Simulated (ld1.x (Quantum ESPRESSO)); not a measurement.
Logarithmic derivatives: Cu (Z = 29), PAW

```
Element                 : copper (Cu)
Generator               : ld1.x (Quantum ESPRESSO) 7.5
Type                    : PAW
Functional              : PBE
Relativity              : scalar-relativistic
Frozen core             : [Ne] 3s2
Valence charge          : 17
Reference configuration : 3p6 3d10 4s0 4p1
Partial waves           : 4s (bound, empty): rcut 1.55, rcutus 1.80 bohr; 4s channel at 4.8 Ry: rcut 1.55, rcutus 1.80 bohr; 3p (bound): rcut 1.05, rcutus 1.20 bohr; 4p (bound): rcut 1.05, rcutus 1.20 bohr; 3d (bound): rcut 1.10, rcutus 1.50 bohr; 3d channel at 1.7 Ry: rcut 1.10, rcutus 1.50 bohr
Local potential         : all-electron potential smoothed inside 1.10 bohr (lloc = -2)
Core correction         : Bessel-smoothed model core inside 0.75 bohr
Augmentation charge     : PSQ, inside the norm-conserving radii
```

The phase is arctan(r·u′/u) with u = r·R(r), unwrapped; energies in Ry, scanned from -7 to 5 Ry. A pole is an energy at which the radial function vanishes at the test radius. The pseudo phase is shifted by a multiple of π to meet the all-electron one at the reference energy, and phase errors are pseudo minus all-electron; the curves can meet again beyond the range given. Levels narrower than the energy grid can be missing from the lists of poles.

| channel | radius (bohr) | reference energy (Ry) | poles, all-electron | poles, pseudo | unbroken range about the reference energy with phases within 0.05 rad | phase error 1 Ry above the reference energy (rad) |
| --- | --- | --- | --- | --- | --- | --- |
| s | 1.94 | -0.45 | 4.34 | 3.84, 4.34 | below 3.8 | -0.002 |
| p | 1.94 | -0.13 | -5.39 | -5.39 | the whole range | -0.000 |
| d | 1.94 | -0.53 | -0.17 | -0.17 | the whole range | +0.000 |

Phases in the s channel:

| E (Ry) | all-electron | pseudo |
| --- | --- | --- |
| -7.00 | 1.364 | 1.356 |
| -6.74 | 1.358 | 1.351 |
| -6.48 | 1.352 | 1.346 |
| -6.22 | 1.345 | 1.340 |
| -5.96 | 1.339 | 1.334 |
| -5.70 | 1.332 | 1.327 |
| -5.44 | 1.324 | 1.320 |
| -5.18 | 1.316 | 1.312 |
| -4.92 | 1.307 | 1.304 |
| -4.66 | 1.297 | 1.294 |
| -4.40 | 1.287 | 1.284 |
| -4.14 | 1.275 | 1.272 |
| -3.88 | 1.262 | 1.259 |
| -3.62 | 1.247 | 1.244 |
| -3.36 | 1.230 | 1.227 |
| -3.10 | 1.210 | 1.208 |
| -2.84 | 1.188 | 1.186 |
| -2.58 | 1.161 | 1.159 |
| -2.32 | 1.130 | 1.128 |
| -2.06 | 1.091 | 1.090 |
| -1.80 | 1.043 | 1.042 |
| -1.54 | 0.983 | 0.982 |
| -1.28 | 0.904 | 0.903 |
| -1.02 | 0.799 | 0.798 |
| -0.76 | 0.654 | 0.654 |
| -0.50 | 0.454 | 0.454 |
| -0.24 | 0.183 | 0.183 |
| 0.02 | -0.142 | -0.143 |
| 0.28 | -0.466 | -0.468 |
| 0.54 | -0.733 | -0.735 |
| 0.80 | -0.931 | -0.933 |
| 1.06 | -1.073 | -1.076 |
| 1.32 | -1.178 | -1.180 |
| 1.58 | -1.256 | -1.258 |
| 1.84 | -1.316 | -1.319 |
| 2.10 | -1.365 | -1.367 |
| 2.36 | -1.404 | -1.406 |
| 2.62 | -1.437 | -1.439 |
| 2.88 | -1.464 | -1.466 |
| 3.14 | -1.489 | -1.491 |
| 3.40 | -1.510 | -1.512 |
| 3.66 | -1.529 | -1.532 |
| 3.92 | -1.546 | -4.680 |
| 4.18 | -1.562 | -4.703 |
| 4.44 | -1.577 | -4.718 |
| 4.70 | -1.590 | -4.732 |
| 4.96 | -1.603 | -4.745 |
